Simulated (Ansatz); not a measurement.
`[SH][SnH]([Cl])[Cl]` + H–F → `[F][SnH]([Cl])[Cl]` + H₂S at 700 K and 1 bar (ligand exchange at the Sn–S bond).

Computed with Ansatz on PBE0-D4/def2-TZVP structures; ΔE is electronic, products minus reactants. CCSD(T)/CBS is the MP2 limit (def2-TZVPP, def2-QZVPP) plus CCSD(T) − MP2 in def2-TZVPP, frozen cores. This one scheme is used for every species. def2 core potentials past Kr. For Sn outer-core shells are correlated without core-valence functions, which leaves a few kJ/mol of doubt a bond. One conformer a species, not always the lowest.

| species | CCSD(T)/CBS energy (Eh) | H − E (kJ/mol) | S (J/(mol·K)) |
| --- | --- | --- | --- |
| `[SH][SnH]([Cl])[Cl]` | -1532.67433 | 113.2 | 469.6 |
| H–F | -100.39570 | 45.2 | 198.5 |
| `[F][SnH]([Cl])[Cl]` | -1234.09211 | 85.0 | 422.0 |
| H₂S | -398.97279 | 64.8 | 236.9 |

H − E and S are ideal-gas, rigid-rotor, harmonic terms from PBE0-D4/def2-TZVP, for one conformer and one mirror image of each species. 1 Eh = 2625.50 kJ/mol, R = 8.31446 J/(mol·K).

Question: By hand: ΔE, ΔH, ΔS and ΔG.

Answer: ΔE = (-1234.09211) + (-398.97279) − (-1532.67433) − (-100.39570) = 0.00513 Eh = 13.5 kJ/mol. Δ(H − E) = 85.0 + 64.8 − 113.2 − 45.2 = -8.6, so ΔH = 4.9 kJ/mol. ΔS = 422.0 + 236.9 − 469.6 − 198.5 = -9.2 J/(mol·K). ΔG = 4.9 − 700 × (-9.2)/1000 = 11.3 kJ/mol.

Question: By hand: the equilibrium constant, and the temperature at which ΔG would vanish if ΔH and ΔS stayed fixed.

Answer: log₁₀ K = −ΔG/(RT ln 10) = -0.8. ΔH and −TΔS have one sign here, so there is no such temperature. One of them is within its doubt of zero, so this could turn.

TΔS isn't small against ΔH here. A doubt of 5 kJ/mol in ΔE shifts log₁₀ K by 0.4 here. Other conformers and mirror images would add mixing entropy, several J/(mol·K) or more a flexible species. Modes under 60 cm⁻¹, often nearly free rotors, make the harmonic entropy too high. These are equilibria of isolated gas molecules and say nothing of rates. Largest T1 diagnostic: 0.012 (customary marks: 0.02 for closed shells, 0.045 for open ones).
